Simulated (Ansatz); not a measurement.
GeHMe2Br (C₂H₇BrGe). Charge 0, multiplicity 3. Geometry B3LYP-D4/def2-SVP, that of the neutral singlet; atoms count from 1.

Cartesian coordinates in Å:
```
Ge 0.2114 -0.0510 0.6668
H 1.3228 -0.7524 1.4771
C -0.9917 -1.3386 -0.1855
H -1.4382 -2.0016 0.5693
H -0.4315 -1.9491 -0.9115
H -1.7971 -0.8055 -0.7116
C 0.9426 1.2496 -0.6003
H 1.5655 1.9871 -0.0745
H 0.1221 1.7757 -1.1099
H 1.5589 0.7321 -1.3527
Br -1.0648 1.1538 2.2327
```

At PBE0-D4/def2-TZVP a singlet of charge 0 lies 6.06 eV below the triplet at the same geometry.

(1) Estimate the Mulliken populations from the PBE0/def2-TZVP orbitals of Ansatz.

(2) Where does the spin sit?

(3) And the Mayer bond orders between heavy atoms (over 0.3)?

Answers

(1) 
| atom | charge (e) | spin (α − β) |
| --- | --- | --- |
| Ge1 | 0.02 | 0.73 |
| H2 | 0.03 | 0.18 |
| C3 | -0.47 | 0.04 |
| H4 | 0.15 | 0.00 |
| H5 | 0.15 | 0.01 |
| H6 | 0.14 | 0.00 |
| C7 | -0.48 | 0.03 |
| H8 | 0.15 | 0.00 |
| H9 | 0.14 | 0.00 |
| H10 | 0.15 | 0.01 |
| Br11 | 0.02 | 0.99 |
Mulliken values depend strongly on the basis.

(2) Summed by element: Ge 0.73, H 0.20, C 0.08, Br 0.99, of 2 unpaired in all. Largest on single atoms: Br11 0.99, Ge1 0.73, H2 0.18.

(3) Ge1–C3 0.91 (1.96 Å); Ge1–C7 0.92 (1.96 Å); Ge1–Br11 0.47 (2.35 Å).
